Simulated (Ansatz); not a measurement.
Calculated with Ansatz (gas phase, PBE0-D4/def2-TZVP geometries, no zero-point term in ΔE). CBS: MP2 limit from def2 TZ/QZ plus the TZ coupled-cluster correction, frozen cores. DFT in def2-TZVPP. B3LYP here is the variant with VWN-RPA as its local correlation; programs differ in this. For Ge outer-core shells are correlated without core-valence functions, which leaves a few kJ/mol of doubt a bond. Scalar relativity is left out up to krypton. Each species was taken in one conformer, which may not be the lowest.

`[GeH3][GeH2][SiH2][GeH2][GeH3]` + `C=C=C[SiH3]` → `C=C=[CH][GeH3]` + `[SiH3][GeH2][SiH2][GeH2][GeH3]`  (redistribution)

Q: Is it downhill or uphill in electronic energy at CCSD(T)/CBS, and by how much? (Best estimate.)

A: Ansatz gave: Uphill: ΔE = +27.6 kJ/mol.

Q: What do these levels give: PBE-D4, PBE0-D4, ωB97X-V, ωB97M-V, r2SCAN, PBE0, B3LYP, HF/def2-TZVPP, CCSD(T)/def2-TZVPP, HF/def2-QZVPP, MP2/def2-QZVPP, MP2/CBS(def2)? (An estimate is asked.)

A: Computed: PBE-D4 26.2, PBE0-D4 27.2, ωB97X-V 27.6, ωB97M-V 30.8, r2SCAN 28.7, PBE0 27.2, B3LYP 30.1, HF/def2-TZVPP 30.5, CCSD(T)/def2-TZVPP 26.6, HF/def2-QZVPP 31.1, MP2/def2-QZVPP 29.5, MP2/CBS(def2) 29.8 kJ/mol.

Largest T1 diagnostic among the species: 0.012.
